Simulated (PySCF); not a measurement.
# Small edits and their spectra

Starting compound: `C=CCC(=C=O)[SiH2]C`, C₆H₁₀OSi.

1H NMR (400 MHz, computed): δ 6.10 (m, 1H), 5.40 (m, 1H), 5.24 (m, 1H), 4.65 (q, 2H), 2.86 (d, 2H), 0.39 (t, 3H). 13C{1H} NMR (computed): δ 184.7 (C), 150.7 (CH), 121.2 (CH2), 34.2 (CH2), 8.8 (C), -1.5 (CH3).

PySCF 2.14 calculation with PBE0/pcSseg-1 with gauge-including orbitals and structure optimised with GFN2-xTB; single conformer, rapidly exchanging positions averaged, isolated molecule, relativity neglected.

Chemical shifts δ = σref − σ; 1H (σ = 31.72 ppm), 13C (σ = 186.93 ppm) against TMS, all at this level. Where no couplings were computed, multiplicities follow the n + 1 count of equivalent neighbours, and m marks all less simple cases (inequivalent or close neighbours, rings, F or P nearby). Shifts are as computed. Against solution values, carbons near 30 ppm lie about +3 ppm off and those near 130 ppm about +5 ppm. Of 1309 compounds with measured shifts, 239 miss one by over three times the rms of a fit or turn the order of signals round; such compounds aren't used in these exercises.

(1) What are the spectra after this edit: CH2 inserted into a Si-C bond, giving `C=CCC(=C=O)[SiH2]CC`?

(2) What are the spectra after this edit: ring closed by a new Si-C bond, giving `C=C1CC(=C=O)[Si@@H]1C`?

Answers

(1) 1H NMR (400 MHz, computed): δ 6.06 (m, 1H), 5.39 (m, 1H), 5.23 (m, 1H), 4.47 (t, 2H), 2.84 (d, 2H), 1.16 (m, 2H), 1.04 (m, 3H). 13C{1H} NMR (computed): δ 184.8 (C), 150.4 (CH), 121.2 (CH2), 34.2 (CH2), 11.8 (CH2), 10.3 (CH3), 8.3 (C).

(2) 1H NMR (400 MHz, computed): δ 6.02 (br s, 1H), 5.81 (br s, 1H), 5.81 (m, 1H), 3.80 (m, 1H), 3.74 (m, 1H), 0.58 (d, 3H). 13C{1H} NMR (computed): δ 178.7 (C), 158.6 (C), 134.5 (CH2), 33.7 (CH2), 6.6 (C), 1.3 (CH3).
